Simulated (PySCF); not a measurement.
HS2, SMILES [S]S, multiplicity 2. Atoms are numbered in the order given.

```xyz
3

S      0.0141     1.0205     0.0000
S     -0.0904    -0.9391     0.0000
H      1.2199    -1.3024     0.0000
```
Charge 0, spin multiplicity 2.

The structure is a stationary point at r2SCAN-D4/def2-TZVP. The isomer is the one that the SMILES or the coordinates give; other isomers of the formula were not compared.

These are SMD-B3LYP/def2-SVP run with PySCF values and carry that method's errors.

Solvation free energies are E(SMD) − E(gas) at the gas-phase geometry, for 1 M in both phases. In vacuum the dipole moment is 1.63 D.

Task: Estimate the solvation free energies in water, acetone, 2-propanol. (Estimate from the structure and the level; the computed values follow.)

Result: 
```tsv
solvent	ΔG(solv) (kcal/mol)	its non-electrostatic (CDS) part	dipole (D)
water	-1.9	0.0	2.19
acetone	-4.2	-2.4	2.15
2-propanol	-4.4	-2.6	2.15
```
